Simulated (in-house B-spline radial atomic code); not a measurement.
Settings and results of a run for Tm3+ (an excited or competing configuration). Computed with a B-spline radial code for spherical atoms: Dirac-Hartree-Fock, average of the jj configuration, Fermi nucleus of rms radius 5.2256 fm.

In the input, a minus or plus after the letter marks the j = l - 1/2 or j = l + 1/2 subshell.

Command:
```bash
python run_scf.py task.json out
```
Settings (nuclear radius in fm, mass in u):
```
Z                69
configuration    1s2 2s2 2p6 3s2 3p6 3d10 4s2 4p6 4d-3 4d+6 4f-5 4f+7 5s2 5p6 7g+1
hamiltonian      dirac
method           hf
spin_polarised   False
nucleus          fermi
rms_radius       5.2256
atomic_mass      168.93422
speed_of_light   137.035999084
```

Output (hartree, bohr):
```
 radial grid: 81 intervals, B-splines of order 8, outer radius 60 bohr

 iter        energy (Eh)    residual
    1      -13557.266757    6.19e-01
    2      -13558.689828    5.09e-01
    3      -13564.640674    5.66e-02
    4      -13564.670019    2.40e-02
    5      -13564.676359    4.16e-03
    6      -13564.676540    7.41e-04
    7      -13564.676556    7.52e-04
    8      -13564.676567    1.35e-04
    9      -13564.676567    8.67e-06
   10      -13564.676567    3.72e-07

 total energy                    -13564.67657
 kinetic                           15015.0847
 electron-nucleus                 -33501.1289
 electron-electron                  4921.3676

 first-order corrections (not in the total)
   Gaunt                            15.0386
   retardation                      -1.5884
   frequency dependence             -0.2331
   self-energy                      10.7401
   Uehling                          -1.8689
   Wichmann-Kroll                    0.0666
   recoil                            0.0278

 orbital      occ     eigenvalue          <r>       <r^2>       <1/r>     <1/r^2>       <r^4>       r_max    small
 1s1/2      2.000     -2198.0156    0.0200091 0.000548428     79.0654     14604.2  8.0865e-07     0.01261  6.69e-02
 2s1/2      2.000      -377.3788     0.084229  0.00844463     19.0715     1915.64 0.000124223     0.07201  1.50e-02
 2p1/2      2.000      -358.9420    0.0701525  0.00610257     19.0006     604.207 7.63561e-05      0.0541  1.50e-02
 2p3/2      4.000      -322.8609    0.0775002  0.00731304     16.4122     367.452 0.000105135     0.06038  1.37e-02
 3s1/2      2.000       -88.5345     0.219817   0.0553744     7.00303     423.728   0.0046431       0.203  4.88e-03
 3p1/2      2.000       -80.4422     0.209923   0.0513092     6.90556     135.299  0.00417585      0.1911  4.80e-03
 3p3/2      4.000       -72.6923     0.223586   0.0580137     6.24665     83.6428  0.00530074       0.204  4.45e-03
 3d3/2      4.000       -59.0576     0.197418   0.0458411     6.10958     46.7406  0.00375642      0.1612  4.30e-03
 3d5/2      6.000       -57.4297     0.201415   0.0475657       5.955      43.873  0.00400671      0.1647  4.21e-03
 4s1/2      2.000       -20.0941     0.496753    0.278491     2.91104     101.387    0.112552      0.4642  1.55e-03
 4p1/2      2.000       -16.6808     0.505692    0.290952     2.79931      31.689    0.126386      0.4666  1.46e-03
 4p3/2      4.000       -15.0299     0.535136    0.325629     2.58583     19.8865    0.158306      0.4933  1.35e-03
 4d3/2      3.000        -9.5466     0.561539    0.365787      2.3668     10.1839    0.217463      0.4959  1.17e-03
 4d5/2      6.000        -9.2519     0.572301    0.379579     2.30838     9.48231      0.2339      0.5047  1.13e-03
 4f5/2      5.000        -2.4991      0.69243    0.601399     1.83311     4.31422    0.839962      0.4884  7.52e-04
 4f7/2      7.000        -2.5338     0.694493     0.60304     1.82153      4.2447    0.835441       0.493  7.45e-04
 5s1/2      2.000        -4.1149      1.19805      1.6083     1.10694     16.9983     3.77166        1.08  3.22e-04
 5p1/2      2.000        -3.0415      1.31219     1.93952    0.999903     4.85063     5.61876       1.162  2.70e-04
 5p3/2      4.000        -2.7830      1.39336     2.18487    0.929931     3.06781     7.11221       1.234  2.41e-04
 7g9/2      1.000        -0.1636      15.8275     283.344   0.0821694   0.0105959      107829       17.59  4.41e-06
```

Time taken, with all properties: 2.9 s on 1 thread of Arm Neoverse N1, with other jobs on the host.

For the Dirac Hamiltonian the kinetic term is c α·p + (β - 1)c².
